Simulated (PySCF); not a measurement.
Ti (titanium, neutral) across methods

[Ar] 3d2 4s2, high-spin 3F determinant. Calculation: PySCF 2.14, in aug-cc-pVTZ with one added diffuse shell each of s, p, d, f, g type (9s8p6d4f3g, 118 functions); the non-relativistic Hamiltonian (point nucleus).

```csv
method,E (hartree),mean ε 3d α (eV),mean ε 4s α (eV),mean ε 4s β (eV),Σ⟨r²⟩ (bohr²),⟨S²⟩
CAM-B3LYP,-849.398,-8.486,-6.078,-5.703,47.49,2.002
LDA,-847.296,-5.320,-4.734,-4.262,47.06,2.003
PBE,-849.121,-5.353,-4.577,-4.130,47.58,2.003
BP86,-849.457,-5.467,-4.714,-4.270,47.22,2.004
UHF,-848.41296,-12.197,-6.317,-5.716,50.24,2.008
r2SCAN,-849.316,-5.937,-4.719,-4.191,47.95,2.012
B97-3,-849.261,-7.143,-5.049,-4.700,47.75,2.002
```

Problem. Estimate the same row for PBE0.

Solution. E (hartree) = -849.160; mean ε 3d α (eV) = -7.102; mean ε 4s α (eV) = -5.165; mean ε 4s β (eV) = -4.723; Σ⟨r²⟩ (bohr²) = 47.69; ⟨S²⟩ = 2.003.
